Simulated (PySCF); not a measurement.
## Potential energy of SrN⁺ along the bond

Set-up: Sr def2-SVPD with ECP28, N def2-SVPD; scalar-relativistic core potentials (PySCF 2.14). Energies in eV from Sr⁺ + N in their ground configurations at the same level. State: ³Σ⁻ (triplet), unpaired electrons π ↑↑.

All columns are r²SCAN. A positive dipole points towards N; it is taken about the centre of mass and depends on that origin.

| R (Å) | E (eV) | μ (D) | Mulliken charge on Sr (basis-dependent) | HOMO (eV) | LUMO (eV) | Mayer bond order | ⟨S²⟩ |
| --- | --- | --- | --- | --- | --- | --- | --- |
| 2.005 | -0.677 | -5.26 | 1.30 | -9.60 | -8.48 | 1.14 | 2.01 |
| 2.098 | -1.126 | -5.75 | 1.32 | -9.38 | -8.06 | 1.11 | 2.01 |
| 2.191 | -1.376 | -6.16 | 1.33 | -9.19 | -7.70 | 1.10 | 2.02 |
| 2.261 | -1.467 | -6.40 | 1.33 | -9.06 | -7.48 | 1.09 | 2.02 |
| 2.331 | -1.495 | -6.59 | 1.33 | -8.95 | -7.29 | 1.08 | 2.03 |
| 2.401 | -1.477 | -6.70 | 1.32 | -8.85 | -7.14 | 1.07 | 2.04 |
| 2.494 | -1.402 | -6.72 | 1.31 | -8.76 | -7.00 | 1.05 | 2.07 |
| 2.611 | -1.263 | -6.50 | 1.28 | -8.71 | -7.12 | 1.00 | 2.13 |
| 2.751 | -1.074 | -6.03 | 1.24 | -8.72 | -7.30 | 0.91 | 2.24 |
| 2.937 | -0.833 | -5.36 | 1.18 | -8.78 | -7.44 | 0.76 | 2.40 |

A fit through these points gives, at Re = 2.335 Å, μ = -6.59 D and dμ/dR = -2.13 D/Å; the reduced mass is 12.08 u.

How strong is the fundamental in the double-harmonic approximation, I = 42.26·(dμ/dR)²/μred km/mol?

I = 42.26·(-2.13)²/12.08 = 15.9 km/mol at r²SCAN.

⟨S²⟩ of the unrestricted solution departs from its pure value on part of the curve, where spin states mix. Spin–orbit coupling is left out. For an ion De counts to the pair picked by the measured ionisation energies or electron affinities, which need not be the lowest pair at this level. The state was picked by a PBE0 search and need not be the measured ground state.
